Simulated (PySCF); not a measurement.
O⁺ (oxygen, charge +1) across methods

[He] 2s1 2p3 3d1, high-spin 6D determinant (an excited configuration). All numbers are calculated (PySCF 2.14, no relativity, point nucleus, in aug-cc-pVTZ with one added diffuse shell each of s, p, d, f type (6s5p4d3f, 62 functions)).

```
   method  E (hartree)  mean ε 2s α (eV)  mean ε 2p α (eV)  mean ε 3d α (eV)  Σ⟨r²⟩ (bohr²)   ⟨S²⟩
     PW91     -73.2245           -53.690           -38.610            -4.904          24.70  8.750
     BP86     -73.2418           -53.684           -38.538            -4.993          24.79  8.750
     BLYP     -73.2198           -53.180           -38.128            -4.766          24.90  8.750
     PBE0     -73.1923           -57.804           -41.442            -5.271          24.88  8.750
CAM-B3LYP     -73.1983           -58.713           -42.609            -5.853          24.64  8.750
      UHF    -73.12229           -69.797           -49.727            -6.138          25.14  8.750
   r2SCAN     -73.2528           -55.859           -39.661            -4.761          25.09  8.750
      LDA     -72.6856           -53.094           -38.411            -4.716          24.42  8.750
```

Q: Estimate the same row for PBE.

A: E (hartree) = -73.1772; mean ε 2s α (eV) = -53.648; mean ε 2p α (eV) = -38.509; mean ε 3d α (eV) = -4.900; Σ⟨r²⟩ (bohr²) = 24.79; ⟨S²⟩ = 8.750.

The outer electron is Rydberg-like, and this basis confines it to a smaller radius and binds it less than a complete one would.
